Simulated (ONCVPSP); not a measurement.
**Si: excitation energies, all-electron against ONCV**

| Item | Value |
| --- | --- |
| Element | Si (Z = 14) |
| Generator | ONCVPSP 4.0.1 |
| Type | optimised norm-conserving Vanderbilt (ONCV) |
| Functional | PW91 |
| Relativity | scalar-relativistic |
| Frozen core | [Ne] |
| Valence charge | 4 |
| Reference configuration | 3s2 3p2 |
| Partial waves | 3s: rc 1.85 bohr, ncon 4, nbas 8, qcut 3.5 1/bohr, local; 3p: rc 2.35 bohr, ncon 3, nbas 6, qcut 2.9 1/bohr, 2 projectors, debl 2.7 Ha; d scattering state at 0.13 Ha: rc 2.05 bohr, ncon 4, nbas 8, qcut 5.3 1/bohr, 2 projectors, debl 2.9 Ha |
| Local potential | the s channel |
| Core correction | Teter function, fcfact 4.5, rcfact 1.05 |

Energies are relative to the spin-unpolarised reference configuration 3s2 3p2; without spin polarisation the order of configurations can differ from experiment.

```json
{"valence configuration": "3s2 3p0", "charge": "+2", "ΔE all-electron (eV)": "23.836", "error AE − PS (meV)": "+8.5"}
{"valence configuration": "3s1 3p0", "charge": "+3", "ΔE all-electron (eV)": "57.879", "error AE − PS (meV)": "+79"}
{"valence configuration": "3s2 3p1.5", "charge": "+0.5", "ΔE all-electron (eV)": "2.941", "error AE − PS (meV)": "-0.1"}
```

(1) What are ΔE and the potential's error for 3s2 3p1?

Results:

(1) ΔE = 7.782 eV all-electron; the error (AE − PS) is +0.2 meV.
